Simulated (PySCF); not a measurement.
**Correlation energy of Tc(2+) (technetium, charge +2)**

[Kr] 4d4 5p1, one real determinant (an excited configuration). Calculation: PySCF 2.14, in def2-TZVPPD with the def2 core potential (28 electrons) (6s4p3d2f1g, 56 functions); scalar relativity through the core potential. Frozen: 4s2 4p6; 5 electrons correlated.

```tsv
level	correlation energy (mhartree)
CCSD	-53.60
(T)	-0.72
CCSD(T)	-54.32
```

Diagnostics: T1 = 0.0052, D1 = 0.0161, largest double amplitude 0.054.

The real determinant used has ⟨L²⟩ near 8 against 12 for a pure F term, so it mixes terms.

Cost of the coupled-cluster step: about 1.6 core-seconds, for 5 correlated electrons.

The reference is one real determinant that mixes LS terms of this configuration.
